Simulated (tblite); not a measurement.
Species: C7H5NOS.
Z-matrix (Å and degrees, GFN2-xTB geometry), rows numbered from 1:
```
C 
N   1  1.2625
C   2  1.3573  1  124.42
C   3  1.3772  2  130.91  1   -25.94
C   4  1.4007  3  110.55  2  -175.41
O   5  1.3458  4  135.26  3  -179.52
C   6  1.3542  5  106.05  4   178.66
C   7  1.3634  6  112.56  5     0.08
C   5  1.3960  4  114.61  3    -0.67
S   9  1.7192  5  111.53  4     1.44
H   1  1.0918  2  124.99  3    -3.72
H   1  1.0791  2  117.50  3   176.92
H   4  1.0737  3  124.06  2     2.62
H   7  1.0720  6  116.54  5  -179.93
H   8  1.0696  7  127.21  6   179.90
```

Method: GFN2-xTB as coded in tblite; computed harmonic values from a numerical Hessian at the method's own geometry, unscaled. The method is semi-empirical: single wavenumbers can be off by several per cent or more. One conformer, not necessarily the lowest.

Harmonic wavenumbers (cm⁻¹): 84.3, 138.3, 173.8, 253.2, 277.0, 365.1, 423.8, 452.7, 493.5, 552.7, 576.6, 641.3, 691.2, 728.7, 762.4, 775.4, 779.8, 819.2, 891.8, 939.7, 1009.8, 1061.5, 1103.5, 1119.0, 1145.0, 1163.1, 1200.7, 1364.9, 1390.2, 1415.2, 1478.1, 1495.5, 1509.6, 1678.3, 2916.7, 3085.0, 3147.9, 3169.4, 3197.5.

A = 3131, B = 842.4, C = 666.1 MHz; mass 151.009 u (most abundant isotopes); point group C1, symmetry number 1.

**Question.** Zero-point energy?

**Answer.** Half the sum of the wavenumbers: 22236 cm⁻¹ = 266.00 kJ/mol.

**Question.** What is S at 400 K and 1 bar for an ideal gas of classical rigid rotors and harmonic oscillators?

**Answer.** Translation 177.54, rotation 127.48, vibration 118.23: S = 423.3 J/(mol K).

**Question.** And Cp and H(400 K) − H(0)?

**Answer.** Cp = 178.80 J/(mol K), of which vibrations give 145.54 (their classical limit is 39 R = 324.3); H(400 K) − H(0) = 40.57 kJ/mol without the zero-point energy, 27.27 from vibrations.

**Question.** Which modes carry the vibrational entropy at 400 K?

**Answer.** 84.3 cm⁻¹: 18.27; 138.3 cm⁻¹: 14.21; 173.8 cm⁻¹: 12.35; 253.2 cm⁻¹: 9.37; 277.0 cm⁻¹: 8.68; 365.1 cm⁻¹: 6.62 J/(mol K); the other 33 give 48.73 together.

**Question.** What must be added to the electronic energy to get the Gibbs energy at 400 K and 1 bar?

**Answer.** ZPE + [H(400 K) − H(0)] − T·S = 266.00 + 40.57 − 169.30 = 137.27 kJ/mol.

Hindered rotation and anharmonicity are outside this model. Other conformers, if any are populated, would add a mixing term that is left out. The structure is chiral; the term R ln 2 for an equal mix with its mirror image is left out.

Hardware: one thread, Arm Neoverse N1, on a shared host. The figure is for the frequency step alone.
